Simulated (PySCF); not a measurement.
## Which element holds H most strongly?

CCSD(T) in PySCF with aug-cc-pVDZ(-PP) on every atom (core potentials on Ge, As, Sn, Sb) (tight-d sets on Al to Cl), for the lowest determinant that a PBE0 search found; no spin–orbit coupling. D0 is De less the harmonic zero-point energy.

```
 M  state (unpaired electrons)  Re (Å)  ωe (cm⁻¹)  D0(MH) (eV)
Sb              triplet (π ↑↑)   1.726       1884         2.26
 P              triplet (π ↑↑)   1.439       2340         2.74
Ge               doublet (π ↑)   1.603       1862         2.64
As              triplet (π ↑↑)   1.538       2128         2.51
Sn               doublet (π ↑)   1.785       1672         2.42
```

Question: Order the elements by D0 and give the energy of SbH + P → PH + Sb.

Answer: P > Ge > As > Sn > Sb; ΔE = 2.26 − 2.74 = -0.48 eV at CCSD(T)/aug-cc-pVDZ(-PP). Close neighbours can swap at other levels.

Correlated steps freeze the inner cores (4 to 5 orbitals); shallow outer-core shells are correlated. Correlated levels converge slowly with the basis: in double zeta they bind strong bonds too weakly, by up to about 1 eV, and carry superposition errors of some tenths. These are scalar-relativistic numbers at best; spin–orbit coupling would shift them, the dissociation energy most. States were picked by a PBE0 search and need not be the measured ground states.
